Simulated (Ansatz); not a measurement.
```yaml
crystal:
  periodic: [false, false, false]
  atoms:
    - {symbol: C, position_ang: [-2.215919, -1.227919, 1.823040]}
    - {symbol: C, position_ang: [-0.613278, 1.127351, 0.176436]}
    - {symbol: O, position_ang: [2.598153, 0.957639, 0.797417]}
    - {symbol: F, position_ang: [-1.518826, 3.812899, 1.183347]}
    - {symbol: Al, position_ang: [1.715227, 0.529556, -3.434230]}
    - {symbol: H, position_ang: [-4.566998, -1.043407, 1.380065]}
    - {symbol: H, position_ang: [-1.496303, -3.407792, 1.117677]}
    - {symbol: H, position_ang: [-1.886611, -0.994865, 4.205693]}
    - {symbol: H, position_ang: [3.092804, -0.292847, 2.439887]}
    - {symbol: H, position_ang: [2.998002, 3.219309, -5.223026]}
    - {symbol: H, position_ang: [2.037630, -2.805103, -4.420987]}
basis:
  gaussian: {orbitals: def2-mTZVP}
total_charge: -1
magnetization: {spin_polarized: true, initial_magnetization: 1}
hamiltonian: {xc: {name: SVWN5}}
accuracy: high
output: {forces: true}
```

```sh
$ ansatz run in.yaml --threads 4 --pin off --events-out ev --progress --plain --max-ram 10444MiB
```

It prints (some lines left out):

```
Functional definition: SVWN5
2320 factors; integrals over basis functions are off by at most 1.4e-7 eV
mean field evaluation 1: about -13385.3606 eV, gradient 4.8e1 eV
mean field evaluation 2: about -12577.0988 eV, gradient 2.4e2 eV
mean field evaluation 4: about -12919.3194 eV, gradient 1.7e2 eV
mean field evaluation 8: about -13416.9385 eV, gradient 3.1e0 eV
mean field evaluation 16: about -13418.9343 eV, gradient 2.2e-2 eV
mean field evaluation 64: about -13418.6380 eV, gradient 7.0e-2 eV
mean field evaluation 96: about -13418.9225 eV, gradient 3.3e-7 eV
mean field -13418.93431010 eV, -493.1367402160 hartree, gradient 2.5e-8 eV, S^2 4.140023; 12 other end points of the search recorded, 0 dependent functions left out
reference -13418.93431672 eV, -493.1367404589 hartree; 25, 24 occupied and 96, 97 virtual orbitals, 2320 factors
Total energy: -13418.93431672 eV, -493.1367404589 hartree
Atom 0 at    -2.215919    -1.227919     1.823040 Å, force    -0.450274    -0.558193     0.343207 eV/Å
Atom 1 at    -0.613278     1.127351     0.176436 Å, force     0.048339     0.268369     0.608773 eV/Å
Atom 2 at     2.598153     0.957639     0.797417 Å, force    -0.053046    -0.968562     1.061417 eV/Å
Atom 3 at    -1.518826     3.812899     1.183347 Å, force     0.232403    -0.701147    -0.321015 eV/Å
Atom 4 at     1.715227     0.529556    -3.434230 Å, force     0.217511    -0.026272    -0.083614 eV/Å
Atom 5 at    -4.566998    -1.043407     1.380065 Å, force     1.284128    -0.108932     0.234497 eV/Å
Atom 6 at    -1.496303    -3.407792     1.117677 Å, force    -0.385818     1.175745     0.374655 eV/Å
Atom 7 at    -1.886611    -0.994865     4.205693 Å, force    -0.170659    -0.134384    -1.237574 eV/Å
Atom 8 at     3.092804    -0.292847     2.439887 Å, force    -0.463949     0.997122    -1.394760 eV/Å
Atom 9 at     2.998002     3.219309    -5.223026 Å, force    -0.197939    -0.410749     0.275760 eV/Å
Atom 10 at     2.037630    -2.805103    -4.420987 Å, force    -0.060698     0.467001     0.138652 eV/Å
Dipole moment:     0.974276    -0.422182    -1.107247 e Å
```

What is wrong with this run?

The geometry is stretched to more than twice its size. The calculation finished and met its thresholds. The result belongs to that input, not to the molecule as meant.
